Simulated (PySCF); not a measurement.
Vibration and rotation of GeC

PBEsol constants of GeC, ³Π (triplet), unpaired electrons σ ↑, π ↑ (basis Ge aug-pcseg-1, C aug-pcseg-1; no relativity; PySCF 2.14; masses 73.9212 and 12.0000 u):

```
ωe              : 801.0 cm⁻¹
ωexe            : 4.62 cm⁻¹
Be              : 0.49645 cm⁻¹
αe              : 0.00379 cm⁻¹
D (centrifugal) : 7.63e-07 cm⁻¹
De to Ge + C    : 4.45 eV
```

(1) Give the vibrational terms G(v) and spacings up to v = 6.

(2) How well does the Morse estimate ωe²/(4ωexe) reproduce De, and what is D0?

Spin–orbit coupling is left out. The state was picked by a PBE0 search and need not be the measured ground state.

Results:

(1) G(v) = ωe(v+½) − ωexe(v+½)².

```tsv
v	G(v) (cm⁻¹)	G(v) − G(v−1)	Bv (cm⁻¹)
0	399.3		0.4946
1	1191.1	791.8	0.4908
2	1973.6	782.5	0.4870
3	2746.9	773.3	0.4832
4	3510.9	764.0	0.4794
5	4265.7	754.8	0.4756
6	5011.3	745.6	0.4718
```

(2) It gives 4.30 eV, 97 % of the computed De. D0 = De − G(0) = 4.45 − 0.05 = 4.40 eV.
